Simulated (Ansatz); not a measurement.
Relaxation of F4Ti (5 atoms, charge 0, multiplicity 1), to a largest force component of 0.02 eV/Å in at most 40 steps.

All numbers below come from RKS B3LYP/def2-SVP in Ansatz.

```xyz
5
Properties=species:S:1:pos:R:3
Ti 0.000 0.000 0.000
F 0.000 0.000 1.830
F 1.726 0.000 -0.609
F -0.862 1.493 -0.609
F -0.862 -1.493 -0.609
```

Q: Where does it end, and by what steps?

A: The forces met the threshold. After 3 steps the energy has fallen by 0.573 eV; F3 moved furthest, 0.09 Å.

```csv
step,energy less start (eV),largest force component (eV/Å),accepted
0,0.0000,2.786,yes
1,-0.5305,0.867,yes
2,-0.5720,0.149,yes
3,-0.5732,0.003,yes
```

```xyz
5
Properties=species:S:1:pos:R:3
Ti 0.000 0.000 0.000
F 0.000 0.000 1.735
F 1.636 0.000 -0.578
F -0.817 1.417 -0.578
F -0.817 -1.417 -0.578
```

Run time: 10 s on 2 threads of Arm Neoverse V2 (shared host), peak memory 0.19 GiB.
